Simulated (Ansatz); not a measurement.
Ansatz results at the PBE0-D4/def2-TZVP geometry: LUMO energy (ωB97M-V/def2-TZVPP) 1.95 eV; HOMO–LUMO gap (PBE/def2-TZVPP) 5.28 eV; LUMO energy (PBE0/def2-TZVPP) -0.02 eV.

Each molecule was computed in one conformer, which needn't be the lowest.

Question: Which molecule gave them?
A. `[OH][GeH2][OH]`
B. `[F][Ge]([F])([I])[I]`
C. `CC(=O)[O][GeH2][O]C(C)=O`
D. `[SH][GeH]([SH])[SH]`

Answer: C. The others give `[OH][GeH2][OH]`: 1.88, 6.45, 0.28; `[SH][GeH]([SH])[SH]`: 1.06, 4.46, -0.89; `[F][Ge]([F])([I])[I]`: -0.88, 3.57, -2.77.
